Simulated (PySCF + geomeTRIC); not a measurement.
A geometry relaxed with CAM-B3LYP-D3(BJ)/def2-TZVP in PySCF + geomeTRIC, charge 0, multiplicity 1:

```xyz
5

C      1.0580     0.0990    -0.3086
C     -0.1534    -0.3883    -0.2241
O      2.2142     0.1951    -0.4300
N     -1.3871    -0.3957    -0.0839
H     -1.7887     0.5352     0.0653
```

Task: Write the SMILES of this molecule.

Result: `N=C=C=O`
